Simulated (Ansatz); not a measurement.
`FC(F)OC(F)F` + CH₃OH → `COC(F)F` + `OC(F)F`  (substitution at a C–O bond)

Program: Ansatz. Geometries: PBE0-D4/def2-TZVP. ΔE: electronic, gas phase. CCSD(T)/CBS is the MP2 limit (def2-TZVPP, def2-QZVPP) plus CCSD(T) − MP2 in def2-TZVPP, frozen cores. This one scheme is used for every species. DFT in def2-TZVPP. One conformer a species, not always the lowest.

`FC(F)OC(F)F`:

Z-matrix (Å, degrees):
```
C
F 1 1.343
O 1 1.371 2 110.6
F 1 1.331 2 108.0 3 -116.7
H 1 1.097 2 108.6 3 124.1
C 3 1.371 1 116.4 2 85.6
F 6 1.332 3 107.0 1 156.2
F 6 1.343 3 110.6 1 -86.5
H 6 1.097 3 112.7 1 35.2
```

CH₃OH:

```xyz
6

C     0.024    0.349    0.068
O     0.169   -0.842   -0.672
H     0.429    1.156   -0.543
H     0.582    0.325    1.013
H    -1.026    0.580    0.286
H    -0.179   -1.568   -0.152
```

`COC(F)F`:

Cartesian coordinates in Å:
```
C 1.095 0.467 0.084
O -0.183 0.359 0.685
C -1.065 -0.366 -0.034
F -0.737 -1.686 -0.026
F -2.259 -0.247 0.555
H 1.018 0.870 -0.932
H 1.668 1.158 0.700
H 1.600 -0.501 0.054
H -1.138 -0.054 -1.085
```

`OC(F)F`:

Cartesian coordinates in Å:
```
O -0.569 0.024 -0.928
C 0.242 -0.204 0.121
F -0.466 -0.401 1.260
F 1.043 0.862 0.368
H -1.110 0.801 -0.742
H 0.858 -1.081 -0.080
```

```json
{"level": "revPBE-D4", "ΔE (kcal/mol)": "-9.4", "difference from CCSD(T)/CBS": "0.3"}
{"level": "r2SCAN-D4", "ΔE (kcal/mol)": "-9.9", "difference from CCSD(T)/CBS": "-0.2"}
{"level": "r2SCANh-D4", "ΔE (kcal/mol)": "-9.9", "difference from CCSD(T)/CBS": "-0.2"}
{"level": "BHLYP-D4", "ΔE (kcal/mol)": "-9.9", "difference from CCSD(T)/CBS": "-0.2"}
{"level": "CAM-B3LYP-D4", "ΔE (kcal/mol)": "-10.1", "difference from CCSD(T)/CBS": "-0.4"}
{"level": "revPBE", "ΔE (kcal/mol)": "-9.6", "difference from CCSD(T)/CBS": "0.1"}
{"level": "BHLYP", "ΔE (kcal/mol)": "-10.1", "difference from CCSD(T)/CBS": "-0.4"}
{"level": "CCSD/def2-SVP", "ΔE (kcal/mol)": "-10.9", "difference from CCSD(T)/CBS": "-1.2"}
{"level": "HF/def2-TZVPP", "ΔE (kcal/mol)": "-9.9", "difference from CCSD(T)/CBS": "-0.2"}
{"level": "SCS-MP2/def2-QZVPP", "ΔE (kcal/mol)": "-9.8", "difference from CCSD(T)/CBS": "-0.1"}
{"level": "CCSD(T)/CBS", "ΔE (kcal/mol)": "-9.7", "difference from CCSD(T)/CBS": "0"}
```

Largest T1 diagnostic among the species: 0.012.

At CCSD(T), def2-SVP lies −1.1 kcal/mol from the extrapolated value and def2-TZVPP +0.0 kcal/mol. Leaving LDA and LC-ωPBE aside and taking each functional with its dispersion term where it has one, the values spread over 0.7 kcal/mol, from CAM-B3LYP-D4 to revPBE-D4.
